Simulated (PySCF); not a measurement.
Isomers of [C5H10N3]+ (charge +1), one GFN2-xTB conformer each. Single-point energies are computed at PBE0/pcSseg-1 (PySCF, gas phase, no added dispersion term), electronic only.

```
           SMILES  GFN2-xTB relative energy (kcal/mol)
Cc1nn(C)cc1[NH3+]                                 21.7
  Cc1c[n+](C)nn1C                                  0.0
  CCn1cc[n+](C)n1                                  6.5
```

Conformers: `[CH3:1][CH2:2][n:3]1[cH:4][cH:5][n+:6]([CH3:7])[n:8]1` (charge +1) with C1–C2–N3–C4 -78°.

**Question.** What does PBE0/pcSseg-1 give for the same structures?

**Answer.** 
```json
{"SMILES": "Cc1c[n+](C)nn1C", "PBE0/pcSseg-1 E (Eh)": "-360.08656", "PBE0/pcSseg-1 (kcal/mol)": "0.0", "GFN2-xTB (kcal/mol)": "0.0", "point group": "–"}
{"SMILES": "CCn1cc[n+](C)n1", "PBE0/pcSseg-1 E (Eh)": "-360.07757", "PBE0/pcSseg-1 (kcal/mol)": "5.6", "GFN2-xTB (kcal/mol)": "6.5", "point group": "C1"}
{"SMILES": "Cc1nn(C)cc1[NH3+]", "PBE0/pcSseg-1 E (Eh)": "-360.07594", "PBE0/pcSseg-1 (kcal/mol)": "6.7", "GFN2-xTB (kcal/mol)": "21.7", "point group": "–"}
```

Both levels put the same isomer lowest; measured from each level's own lowest isomer, the values differ by up to 15.0 kcal/mol (Cc1nn(C)cc1[NH3+]: 21.7 against 6.7). As drawn, the highest has an N–H bond, which the lowest lacks. Neighbours under 5.0 kcal/mol apart (CCn1cc[n+](C)n1 and Cc1nn(C)cc1[NH3+]) can change places with a better method, another conformer or zero-point energy.

**Question.** Which frontier levels and rotational constants go with these structures?

**Answer.** 
```tsv
SMILES	HOMO (eV, PBE0/pcSseg-1)	LUMO (eV)	A, B, C (MHz)
Cc1c[n+](C)nn1C	-12.72	-5.66	3917, 1760, 1243
CCn1cc[n+](C)n1	-13.27	-5.83	5227, 1369, 1196
Cc1nn(C)cc1[NH3+]	-11.39	-4.71	3582, 1714, 1184
```
